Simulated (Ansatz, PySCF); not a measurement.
Pair of molecules: HCl (SMILES Cl) (first 2 atoms) with C2H6O (SMILES COC); geometry from B3LYP-D3(BJ)/def2-TZVP.
(charge 0, multiplicity 1):
```tsv
atom	x (Å)	y (Å)	z (Å)
Cl	-0.1740	-0.0281	0.4686
H	-0.2030	0.2287	1.7614
C	-1.0974	-0.5440	4.0340
O	-0.1811	0.3852	3.4728
C	1.1489	0.2048	3.9379
H	-1.1459	-0.4253	5.1209
H	-0.8084	-1.5732	3.7960
H	-2.0732	-0.3334	3.6017
H	1.1999	0.3561	5.0206
H	1.7671	0.9472	3.4378
H	1.5170	-0.7980	3.6960
```

Interaction energies are E(AB) − E(A) − E(B) at the monomers' geometry in the complex; basis-set methods are counterpoise corrected. Rows marked so take none.

Rows in 6-31G*, STO-3G carry no dispersion term and start afresh at each structure (6-31G* with six Cartesian d functions).

Codes used: Ansatz (Gaussian basis) for Hartree–Fock, density functionals and correlated methods; PySCF for 6-31G* rows, STO-3G rows. Values without a source in brackets are computed.

Question: One of these levels gives -3.68 kcal/mol for the interaction energy. Which?
A. HF/STO-3G (no counterpoise)
B. B3LYP/6-31G*
C. HF/aug-cc-pV(D+d)Z
D. revPBE/def2-TZVPPD

Answer: C, HF/aug-cc-pV(D+d)Z. The others give -10.77 (HF/STO-3G (no counterpoise)), -4.83 (revPBE/def2-TZVPPD), -6.85 (B3LYP/6-31G*)

Ansatz is an electronic-structure program.
